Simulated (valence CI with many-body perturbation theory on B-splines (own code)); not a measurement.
Sensitivity of CI+MBPT for Mn XIX

Computed by valence CI with perturbative core correlation (CI+MBPT): five valence electrons over a frozen Dirac-Fock core [He], a basis of 6 s, 6 p, 5 d, 3 f, 1 g functions for each j, with the one-electron correlation potential Σ1 (screened to all orders), the two-electron term Σ2, the three-electron term Σ3, Breit, model QED; selected single and double excitations, second order for the rest, scaled by the run's own slope (own B-spline code, finite nucleus).

No measured levels were compared; by estimate levels of excited configurations hold to 0.05 to 0.15 % of their energy, terms of the ground configuration to about 0.5 %. Among the levels kept, up to 4500 cm⁻¹ of a level comes from second order outside the variational space, and about a tenth of that is noise between levels of different J, which matters for small intervals.

The reference run has the lowest level 2s²2p³ ⁴S°_3/2 and an ionisation energy of 1430.12 eV. Its largest variational space holds 12291 state functions.

Changed runs:
A. correlating orbitals by l 3 3 3 2 1 → 4 4 0 0 0
B. Davidson tolerance 2e-05 → 0.001
C. hole-hole ladder in Σ2 on → off
D. Davidson iteration limit 60 → 1 (bad on purpose)

Excitation energies of the reference run in cm⁻¹, and shifts in cm⁻¹:

| Level | Reference | A | B | C | D |
| --- | --- | --- | --- | --- | --- |
| 2s²2p³ ²D°_3/2 | 132347 | +2723 | 0 | +6.6 | +902 |
| 2s²2p³ ²D°_5/2 | 163211 | +3292 | 0 | -5.3 | +1633 |
| 2s²2p³ ²P°_1/2 | 243130 | +1296 | 0 | +59 | +2034 |
| 2s²2p³ ²P°_3/2 | 292687 | +1653 | 0 | +41 | +1236 |
| 2s2p⁴ ⁴P_5/2 | 709292 | +852 | 0 | -56 | +2051 |
| 2s2p⁴ ⁴P_3/2 | 766075 | +809 | 0 | -57 | +2336 |
| 2s2p⁴ ⁴P_1/2 | 785933 | +930 | 0 | -52 | -892 |
| 2s2p⁴ ²D_3/2 | 982162 | +7026 | 0 | -56 | +3721 |
| 2s2p⁴ ²D_5/2 | 993830 | +6837 | 0 | -57 | +3192 |
| 2s2p⁴ ²S_1/2 | 1128290 | +6548 | 0 | +40 | +1081 |
| 2s2p⁴ ²P_3/2 | 1172390 | +9714 | 0 | -57 | +4220 |
| 2s2p⁴ ²P_1/2 | 1253640 | +8929 | 0 | -30 | +990 |
| Ionisation energy (eV) | 1430.12 | -0.62 | 0 | -0.0004 | -0.73 |

No effect on these energies: B.

Run D: The Davidson iterations stopped at their limit.
